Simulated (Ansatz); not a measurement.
The cluster Ag₂Cl⁺. Total charge 1; triplet. Geometry PBE0-D4/def2-TZVP; atoms count from 1.

```xyz
3

Ag   -1.7280   -0.7303    1.7111
Ag    1.7343    0.7259   -1.7065
Cl   -0.0063    0.0044   -0.0045
```

In the def2 sets Ag takes a core potential; there is no spin–orbit coupling. At PBE0-D4/def2-TZVP a singlet of charge 1 lies 3.83 eV below the triplet, each at its own geometry. The structure comes from a short search, and lower isomers may exist.

Estimate the Mulliken populations from the PBE0/def2-TZVP orbitals of Ansatz.


```json
{"atom": "Ag1", "charge (e)": "0.47", "spin (α − β)": "0.67", "d electrons": "9.84"}
{"atom": "Ag2", "charge (e)": "0.47", "spin (α − β)": "0.64", "d electrons": "9.85"}
{"atom": "Cl3", "charge (e)": "0.06", "spin (α − β)": "0.69", "d electrons": "–"}
```
Mulliken values and Mayer orders depend strongly on the basis.

Where does the spin sit?

Summed by element: Ag 1.31, Cl 0.69, of 2 unpaired in all. Largest on single atoms: Cl3 0.69, Ag1 0.67, Ag2 0.64.

And the Mayer bond orders between bonded heavy atoms (over 0.3)?

Ag1–Cl3 0.54 (2.54 Å); Ag2–Cl3 0.53 (2.54 Å). Values over 0.3 also appear between atoms too far apart for a bond (Ag1–Ag2 0.45 at 5.08 Å); they arise where an orbital or an unpaired electron spreads over both atoms.
